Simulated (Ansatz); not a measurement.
A first, cheap relaxation of C₃H₅FOSi, SMILES `CC1(F)[SiH2]C1=O`.

```yaml
crystal:
  periodic: [false, false, false]
  atoms:
    - {symbol: C, position_ang: [-1.334000, -0.292600, -0.112300]}
    - {symbol: C, position_ang: [-0.309900, 0.540800, 0.575800]}
    - {symbol: F, position_ang: [-0.155300, 0.235900, 1.923900]}
    - {symbol: Si, position_ang: [1.743600, -0.302700, -0.402400]}
    - {symbol: C, position_ang: [0.785100, 1.110300, -0.122000]}
    - {symbol: O, position_ang: [0.980500, 2.293900, -0.408600]}
    - {symbol: H, position_ang: [-1.180500, -1.322800, -0.041000]}
    - {symbol: H, position_ang: [-1.429700, 0.047400, -1.186400]}
    - {symbol: H, position_ang: [-2.340100, -0.017900, 0.395800]}
    - {symbol: H, position_ang: [1.107000, -1.261600, -1.377600]}
    - {symbol: H, position_ang: [2.198700, -1.087700, 0.775300]}
basis:
  gaussian: {orbitals: def2-SVP}
hamiltonian: {xc: pbe, dispersion: d4}
relax: {f_tol: 0.03, max_steps: 200}
```

```sh
$ ansatz run in.yaml --threads 4 --pin off --events-out ev --progress --plain --max-ram 10444MiB
```

Shortened log:

```
Functional definition: PBE
mean field -15808.36890307 eV, -580.9468418904 hartree, gradient 2.2e-5 eV, S^2 0.000000; 1 other end points of the search recorded, 0 dependent functions left out
relax step   1: F+E_penalty+E_count = -15808.63755322 eV  Δ(F+E_penalty+E_count) = +0.000e0 eV  max|allowed force component| = 6.068e0 eV/Å  Δτ_max = 0.0000 Å  (46 SCF iters, accepted)
mean field -15809.09598720 eV, -580.9735617395 hartree, gradient 1.6e-5 eV, S^2 0.000000; 0 other end points of the search recorded, 0 dependent functions left out
relax step   2: F+E_penalty+E_count = -15809.35869133 eV  Δ(F+E_penalty+E_count) = -7.211e-1 eV  max|allowed force component| = 3.384e0 eV/Å  Δτ_max = 0.1943 Å  (40 SCF iters, accepted)
mean field -15809.43098002 eV, -580.9858724987 hartree, gradient 1.9e-5 eV, S^2 0.000000; 0 other end points of the search recorded, 0 dependent functions left out
relax step   3: F+E_penalty+E_count = -15809.69361082 eV  Δ(F+E_penalty+E_count) = -3.349e-1 eV  max|allowed force component| = 1.250e0 eV/Å  Δτ_max = 0.2000 Å  (40 SCF iters, accepted)
mean field -15809.56926179 eV, -580.9909542599 hartree, gradient 2.0e-5 eV, S^2 0.000000; 0 other end points of the search recorded, 0 dependent functions left out
relax step   4: F+E_penalty+E_count = -15809.83139647 eV  Δ(F+E_penalty+E_count) = -1.378e-1 eV  max|allowed force component| = 1.113e0 eV/Å  Δτ_max = 0.1949 Å  (40 SCF iters, accepted)
mean field -15809.66237998 eV, -580.9943762904 hartree, gradient 2.5e-5 eV, S^2 0.000000; 0 other end points of the search recorded, 0 dependent functions left out
relax step   5: F+E_penalty+E_count = -15809.92167166 eV  Δ(F+E_penalty+E_count) = -9.028e-2 eV  max|allowed force component| = 1.292e0 eV/Å  Δτ_max = 0.1936 Å  (34 SCF iters, accepted)
mean field -15809.80871356 eV, -580.9997539502 hartree, gradient 1.8e-5 eV, S^2 0.000000; 0 other end points of the search recorded, 0 dependent functions left out
relax step   6: F+E_penalty+E_count = -15810.05969180 eV  Δ(F+E_penalty+E_count) = -1.380e-1 eV  max|allowed force component| = 1.107e0 eV/Å  Δτ_max = 0.1951 Å  (40 SCF iters, accepted)
mean field -15809.94967045 eV, -581.0049340204 hartree, gradient 1.7e-5 eV, S^2 0.000000; 0 other end points of the search recorded, 0 dependent functions left out
relax step   7: F+E_penalty+E_count = -15810.19368636 eV  Δ(F+E_penalty+E_count) = -1.340e-1 eV  max|allowed force component| = 1.074e0 eV/Å  Δτ_max = 0.1945 Å  (39 SCF iters, accepted)
mean field -15810.04989673 eV, -581.0086172682 hartree, gradient 2.3e-5 eV, S^2 0.000000; 0 other end points of the search recorded, 0 dependent functions left out
relax step   8: F+E_penalty+E_count = -15810.29127919 eV  Δ(F+E_penalty+E_count) = -9.759e-2 eV  max|allowed force component| = 9.646e-1 eV/Å  Δτ_max = 0.1938 Å  (32 SCF iters, accepted)
mean field -15810.11133852 eV, -581.0108752124 hartree, gradient 1.9e-5 eV, S^2 0.000000; 0 other end points of the search recorded, 0 dependent functions left out
relax step   9: F+E_penalty+E_count = -15810.35182897 eV  Δ(F+E_penalty+E_count) = -6.055e-2 eV  max|allowed force component| = 8.225e-1 eV/Å  Δτ_max = 0.0888 Å  (32 SCF iters, accepted)
mean field -15810.14082249 eV, -581.0119587281 hartree, gradient 1.4e-5 eV, S^2 0.000000; 0 other end points of the search recorded, 0 dependent functions left out
relax step  10: F+E_penalty+E_count = -15810.38052381 eV  Δ(F+E_penalty+E_count) = -2.869e-2 eV  max|allowed force component| = 3.010e-1 eV/Å  Δτ_max = 0.0944 Å  (32 SCF iters, accepted)
mean field -15810.14982303 eV, -581.0122894920 hartree, gradient 1.5e-5 eV, S^2 0.000000; 0 other end points of the search recorded, 0 dependent functions left out
relax step  11: F+E_penalty+E_count = -15810.38996897 eV  Δ(F+E_penalty+E_count) = -9.445e-3 eV  max|allowed force component| = 1.665e-1 eV/Å  Δτ_max = 0.0534 Å  (33 SCF iters, accepted)
mean field -15810.12743484 eV, -581.0114667411 hartree, gradient 2.1e-5 eV, S^2 0.000000; 0 other end points of the search recorded, 0 dependent functions left out
relax step  12: F+E_penalty+E_count = -15810.36750925 eV  Δ(F+E_penalty+E_count) = +2.246e-2 eV  max|allowed force component| = 7.066e-1 eV/Å  Δτ_max = 0.0580 Å  (30 SCF iters, rejected (line search))
mean field -15810.15469604 eV, -581.0124685718 hartree, gradient 1.4e-5 eV, S^2 0.000000; 0 other end points of the search recorded, 0 dependent functions left out
relax step  13: F+E_penalty+E_count = -15810.39475158 eV  Δ(F+E_penalty+E_count) = -4.783e-3 eV  max|allowed force component| = 6.318e-2 eV/Å  Δτ_max = 0.0283 Å  (32 SCF iters, accepted)
mean field -15810.16062528 eV, -581.0126864673 hartree, gradient 1.1e-5 eV, S^2 0.000000; 0 other end points of the search recorded, 0 dependent functions left out
relax step  14: F+E_penalty+E_count = -15810.40078516 eV  Δ(F+E_penalty+E_count) = -6.034e-3 eV  max|allowed force component| = 1.502e-1 eV/Å  Δτ_max = 0.0933 Å  (32 SCF iters, accepted)
mean field -15810.16246725 eV, -581.0127541584 hartree, gradient 1.6e-5 eV, S^2 0.000000; 0 other end points of the search recorded, 0 dependent functions left out
relax step  15: F+E_penalty+E_count = -15810.40263766 eV  Δ(F+E_penalty+E_count) = -1.853e-3 eV  max|allowed force component| = 3.884e-2 eV/Å  Δτ_max = 0.0454 Å  (32 SCF iters, accepted)
mean field -15810.16291719 eV, -581.0127706934 hartree, gradient 1.2e-5 eV, S^2 0.000000; 0 other end points of the search recorded, 0 dependent functions left out
relax step  16: F+E_penalty+E_count = -15810.40302326 eV  Δ(F+E_penalty+E_count) = -3.856e-4 eV  max|allowed force component| = 4.972e-2 eV/Å  Δτ_max = 0.0299 Å  (32 SCF iters, accepted)
mean field -15810.16296627 eV, -581.0127724972 hartree, gradient 1.4e-5 eV, S^2 0.000000; 0 other end points of the search recorded, 0 dependent functions left out
relax step  17: F+E_penalty+E_count = -15810.40315520 eV  Δ(F+E_penalty+E_count) = -1.319e-4 eV  max|allowed force component| = 1.526e-2 eV/Å  Δτ_max = 0.0105 Å  (33 SCF iters, accepted)
mean field -15810.16296627 eV, -581.0127724972 hartree, gradient 2.0e-5 eV, S^2 0.000000; 1 other end points of the search recorded, 0 dependent functions left out
Total energy: -15810.40318684 eV, -581.0216004401 hartree
Atom 0 at    -1.516840    -0.173173    -0.053398 Å, force    -0.014426     0.002181    -0.003291 eV/Å
Atom 1 at    -0.120001     0.055562     0.439400 Å, force     0.007624    -0.005076     0.011394 eV/Å
Atom 2 at    -0.007624    -0.090434     1.824040 Å, force     0.000431     0.000981    -0.008315 eV/Å
Atom 3 at     1.700681    -0.452562    -0.210663 Å, force     0.006830    -0.004324     0.015259 eV/Å
Atom 4 at     0.726639     1.196698    -0.076865 Å, force    -0.005387     0.006273    -0.001164 eV/Å
Atom 5 at     0.481018     2.223175    -0.668155 Å, force     0.002452     0.000948     0.000872 eV/Å
Atom 6 at    -1.855030    -1.199579     0.194681 Å, force     0.002326     0.006421     0.000226 eV/Å
Atom 7 at    -1.565929    -0.042185    -1.152014 Å, force    -0.000582    -0.002897     0.005994 eV/Å
Atom 8 at    -2.213474     0.554034     0.414810 Å, force     0.002733    -0.004750    -0.005309 eV/Å
Atom 9 at     1.966562    -1.009217    -1.581404 Å, force     0.002384    -0.002687    -0.008663 eV/Å
Atom 10 at     2.469400    -1.119319     0.890069 Å, force    -0.004387     0.002931    -0.007004 eV/Å
Dipole moment:    -0.053343    -0.443069    -0.117604 e Å
```

Run time 26 s (4 threads of an Arm Neoverse V1 on a shared host); peak host memory 0.16 GiB.
